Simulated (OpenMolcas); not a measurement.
## Ir5+ in a point-charge field

Ir5+ among 6 point charges of -1.7 e arranged as a trigonal prism (D3h), 2.05 Å from the ion, with a polar angle of 57.4° against the regular 49.1°.

* Program: OpenMolcas
* Method: SS-CASPT2, IPEA 0.25 Eh, imaginary shift 0.1 Eh (closed shells correlated: 4f 5s 5p)
* Basis: ANO-RCC-VDZP [7s6p4d2f]
* Scalar Hamiltonian: DKH2, point nucleus
* Active space: 4 electrons in 5 orbitals (5d)
* State averaging: 2S+1 = 5 even, 5 roots; 2S+1 = 3 even, 45 roots; 2S+1 = 1 even, 50 roots
* Spin-orbit coupling: RASSI with atomic mean-field integrals over the reference wave functions

The lowest spin-free states (labels of D3, the rotations of D3h), above the lowest:

| State | Degeneracy | E (cm-1) | Free-ion L (%) |
| --- | --- | --- | --- |
| 5E | 2 | 0 | D (100) |
| 5E | 2 | 400 | D (100) |
| 5A1 | 1 | 5010 | D (100) |
| 3A2 | 1 | 16030 | H (67) |
| 3A2 | 1 | 17280 | H (45) |
| 3A1 | 1 | 17300 | H (45) |
| 3E | 2 | 17410 | H (85) |
| 3E | 2 | 18880 | H (100) |
| 3E | 2 | 19460 | H (92) |
| 3A2 | 1 | 20050 | F (41) |
| 3E | 2 | 20080 | P (64) |
| 3E | 2 | 20470 | H (82) |
| 3E | 2 | 21270 | F (75) |
| 3E | 2 | 22020 | F (51) |
| 3A1 | 1 | 22450 | G (79) |
| 3A2 | 1 | 22500 | G (79) |
| 3A2 | 1 | 22690 | P (57) |
| 3E | 2 | 22970 | G (55) |
| 3A1 | 1 | 24380 | G (89) |
| 3A2 | 1 | 24600 | F (60) |

The lowest levels with spin-orbit coupling:

```tsv
E (cm-1)	Degeneracy	Label	2S+1	g
0	1	A1	5 (61 %)	
5200	1	A2	5 (84 %)	
6220	2	E	5 (83 %)	0.00 0.00 2.47
10420	2	E	5 (90 %)	0.00 0.00 3.66
10910	2	E	5 (90 %)	0.00 0.00 5.00
11170	1	A1	5 (90 %)	
14060	1	A1	5 (86 %)	
14060	1	A2	5 (86 %)	
14070	1	A2	5 (85 %)	
14420	2	E	5 (81 %)	0.00 0.00 1.89
15140	2	E	5 (75 %)	0.00 0.00 5.02
16230	2	E	5 (66 %)	0.00 0.00 11.06
16590	1	A1	5 (68 %)	
16590	1	A2	5 (68 %)	
18030	1	A1	5 (48 %)	
18350	2	E	5 (57 %)	0.00 0.00 3.37
18380	2	E	5 (66 %)	0.00 0.00 6.89
22800	1	A1	3 (47 %)	
24950	2	E	3 (71 %)	0.00 0.00 3.24
25390	2	E	3 (66 %)	0.00 0.00 2.06
```

Powder χT (cm3 K/mol): 0 at 2 K, 0.0014 at 10 K, 0.007 at 50 K, 0.014 at 100 K, 0.028 at 200 K, 0.042 at 300 K. The effective moment at 300 K is 2.828 √(χT) = 0.58 μB.

Roots that are degenerate in the reference are averaged as groups; the widest CASPT2 spread within a group is 160 cm-1 (the 2-fold group of multiplicity 5 near 0 cm-1 above the lowest state of its run). Shifts and gaps below about the spread of the groups concerned are not significant. Spin-orbit coupling mixes the spin-free states strongly: the lowest level takes only 30 % from its leading state, 5E. Point charges give a weaker field than real ligands, and real ions of this kind are as a rule low spin; the high spin found here belongs to the model. Free-ion shares, where given, are those of the reference states; single-state CASPT2 does not remix them. Point charges carry no covalency, so the field is a model and not that of real ligands. No measured value stands beside these numbers.

With an even number of electrons the g values are those of a degenerate or nearly degenerate non-Kramers pair.
